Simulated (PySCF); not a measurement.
An unknown gives this computed stick spectrum. Theory: PySCF 2.14.0, density-fitted response routines, TDDFT CAM-B3LYP/def2-SVPD, vertical, gas phase, core orbitals frozen in the response. Geometries: PBE0-D3(BJ)/def2-SVP, one conformer each. Relativistic effects are left out although some hold elements past zinc.

| state | E (eV) | f | main configurations (H = HOMO, L = LUMO) |
| --- | --- | --- | --- |
| S1 | 5.94 | 0.0008 | H→L (67%), H-1→L (15%) |
| S2 | 7.58 | 0.0050 | H-1→L (41%), H-1→L+2 (14%), H→L (13%) |
| S3 | 7.91 | 0.016 | H-2→L (55%), H→L+1 (9%) |
| S4 | 7.96 | 0.014 | H→L+1 (43%), H-1→L (15%), H-2→L (8%) |
| S5 | 8.08 | 0.037 | H→L+1 (25%), H-1→L+1 (18%), H-1→L (10%) |
| S6 | 8.23 | 0.012 | H-2→L+2 (25%), H-3→L (25%), H-2→L+1 (14%) |

Problem. Which structure fits?
A. `O=CO[SiH]1SCCS1`
B. `C[Si]([O][GeH3])(C)C`
C. `CC(=O)OCO[SiH3]`

Solution. C. Its S1 lies at 5.94 eV; the nearest of the others has S1 at 5.46 eV. S1 is HOMO→LUMO (67%), HOMO-1→LUMO (15%). Löwdin shares by element: HOMO oxygen 71%, carbon 7% or more (atoms not listed hold the other 22%); LUMO carbon 39% or more, oxygen 34% or more (atoms not listed hold the other 27%). At the same level the other candidates give, for their lowest levels:
- `O=CO[SiH]1SCCS1`: 5.46 eV (f 0.002); 5.69 eV (f 0.004); 5.82 eV (f 0.001); 6.52 eV (f 0.026); 6.63 eV (f 0.006); T1 5.06 eV; HOMO -8.62, LUMO 0.35 eV
- `[H][Ge]([H])([H])[O][Si](C)(C)C`: 7.03 eV (f 0.014); 7.36 eV (f 0.033); 7.54 eV (f 0.001); 7.82 eV (f 0.001); 8.11 eV (f 0.114); T1 6.69 eV; HOMO -9.25, LUMO 0.88 eV

The values belong to the conformer `[CH3:1][C:2](=[O:3])[O:4][CH2:5][O:6][SiH3:7]`: C1–C2–O4–C5 -176°, C2–O4–C5–O6 -73°, O4–C5–O6–Si7 94°.
Triplets come from the Tamm–Dancoff approximation.

Without π bonds the low states are Rydberg-like; a valence basis with one diffuse set may place them up to an eV too high.
